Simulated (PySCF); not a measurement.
BrGe, SMILES [Ge][Br] (connectivity only; charge and spin as stated), charge +1, multiplicity 1. Heavy atoms are numbered as in [Ge:1][Br:2].

The structure is a stationary point at B3LYP-D3(BJ)/def2-TZVP. The spin state was assumed, not searched.

These are PBE0/pcSseg-2 in PySCF values and carry that method's errors.

GIAO shieldings, no solvent; atoms alike by connectivity are averaged. δ = σ(ref) − σ: ⁷³Ge against GeH4 (σ = 1662.5 ppm), references at their B3LYP-D3(BJ)/def2-TZVP geometries, non-relativistic (without spin–orbit terms, shifts of atoms bonded to Cl or Br come out too high).

**Question.** Estimate the chemical shifts. (An estimate is asked for; the answer gives what the named calculation found.)

**Answer.** 
```tsv
nucleus	atoms	count	δ (ppm)
⁷³Ge	Ge1	1	943.4
```
